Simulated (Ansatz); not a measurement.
```tsv
atom	x (Å)	y (Å)	z (Å)
N	0.0000	0.0000	0.0000
O	0.0000	1.0499	0.8056
Mg	0.0000	-1.6247	1.2467
```

Basis set: pcseg-2 (spherical functions). Charge 0, multiplicity 2.

Computed with Ansatz (development build ahead of 0.2.0); each method stands on the lowest determinant of its kind that the runs found.

(1) Give the atomization energy at this shape (free ground-state atoms in the same class of orbitals less the molecule, no zero-point energy) of doublet MgNO by UHF, ROHF.

## Answers

(1)

```
method  atomization energy
   UHF        186.1 kJ/mol
  ROHF         55.5 kJ/mol
```

Caution for UHF: the unrestricted determinant is a mixture of spin states. Caution for ROHF: an unrestricted determinant lies well below.

The shape needn't be a minimum at these levels.
